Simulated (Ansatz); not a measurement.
CH7AlSi2 (`C1[SiH2][AlH][SiH2]1`) at its PBE0-D4/def2-TZVP geometry, where that method's forces vanish. Total charge 0; spin multiplicity 1.

```xyz
11

C    -0.4559   -0.4089   -0.9689
Si    0.2438    1.3317   -0.6334
Al    1.3274    0.3885    1.3608
Si   -0.4425   -1.2079    0.7612
H    -1.4221   -0.4274   -1.4782
H     0.2652   -0.9476   -1.5950
H    -0.8756    2.2360   -0.2266
H     0.9043    1.9601   -1.8149
H     2.5203    0.6270    2.3819
H    -0.3545   -2.6975    0.7428
H    -1.7106   -0.8540    1.4704
```

(1) What forces (eV/Å) does ωB97M-V/def2-TZVPP give on these atoms in the Gaussian-basis code of Ansatz? (Estimate.)

Results:

(1) Computed: 
```
C1  -0.025 -0.003 -0.017
Si2 -0.009  0.119 -0.052
Al3  0.045 -0.001  0.020
Si4 -0.066 -0.092  0.064
H5   0.085  0.000  0.042
H6  -0.041  0.035  0.043
H7   0.107 -0.094 -0.041
H8  -0.074 -0.070  0.128
H9  -0.133 -0.025 -0.110
H10 -0.011  0.163  0.000
H11  0.123 -0.032 -0.075
```
